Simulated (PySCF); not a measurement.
C2H6FNSi2, SMILES N[Si@@H]1C=C[Si@@H]1F.

The structure is a stationary point at B3LYP-D3(BJ)/def2-SVP. The structure was generated by enumeration; whether it is a known compound was not checked. The values are those of a single conformer.

Two levels are set side by side: PBE/def2-TZVP (PySCF) and B3LYP/def2-TZVP (PySCF). Same geometry, gas phase. Differences are taken from unrounded values.

```
quantity                     B3LYP    PBE  PBE minus B3LYP
---------------------------  -----  -----  ---------------
orbital gap (eV)              5.55   3.71            -1.84
highest occupied level (eV)  -6.70  -5.67             1.03
lowest empty level (eV)      -1.15  -1.97            -0.82
dipole moment (D)             1.69   1.70             0.00
mean polarisability (bohr³)   79.7   82.4              2.7
```

PBE's occupied levels lie high since its potential decays too fast outside the molecule; exact exchange lowers them and widens the gap. Loosely held outer electrons make PBE densities more polarisable. Differences between two approximate levels are no errors against the true value.

Rough cost on one machine, each run with all the roots and properties that it gave: B3LYP against PBE within a factor of 2.
